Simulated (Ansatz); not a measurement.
Reaction (cleavage of the Si–Ga bond): `[OH][GaH][Si](F)(F)F` + `N=C=O` → `O=C=N[Si](F)(F)F` + `[OH][GaH2]`

Computed with Ansatz on PBE0-D4/def2-TZVP structures; ΔE is electronic, products minus reactants. CCSD(T)/CBS adds triple-zeta CCSD(T) − MP2 to the extrapolated MP2 energy (def2 sets, frozen cores). This one scheme is used for every species. Functionals use def2-TZVPP. For Ga outer-core shells are correlated without core-valence functions, which leaves a few kJ/mol of doubt a bond. Scalar relativity is left out up to krypton. Each species was taken in one conformer, which may not be the lowest.

| species | PBE0-D4 energy (Eh) |
| --- | --- |
| `[OH][GaH][Si](F)(F)F` | -2589.98985 |
| `N=C=O` | -168.56988 |
| `O=C=N[Si](F)(F)F` | -756.99927 |
| `[OH][GaH2]` | -2001.59221 |

(1) Work out ΔE.

Largest T1 diagnostic among the species: 0.018.

## Answers

(1) ΔE = (-756.99927) + (-2001.59221) − (-2589.98985) − (-168.56988) = -0.03175 Eh = -83.4 kJ/mol. CCSD(T)/CBS gives -93.2 kJ/mol.

From BLYP to BHLYP (50 % exact exchange), in def2-TZVPP and without D4, ΔE moves by −30.4 kJ/mol. Leaving LDA and LC-ωPBE aside and taking each functional with its dispersion term where it has one, the values, not all of them listed here, spread over 36.7 kJ/mol, from B97M-V to PBE-D4. LDA lies −11.1 kJ/mol from PBE without D4.
